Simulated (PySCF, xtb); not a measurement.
C₂H₅BF₂O, SMILES COB(F)CF.

GFN2-xTB (xtb 6.7.1) at its own geometry gives an orbital gap of 6.32 eV and a dipole moment of 3.97 D.

Geometry: PBE0-D3(BJ)/def2-SVP. The structure was generated by enumeration, and PubChem lists no compound with its InChIKey, so it may never have been made. Other conformers were not sampled.

Problem. What does PySCF with PBE/def2-TZVP give? (Estimate from the structure and the level; the computed values follow.)

Solution. gap 7.00 eV (levels -7.33 and -0.33 eV), dipole 2.71 D.
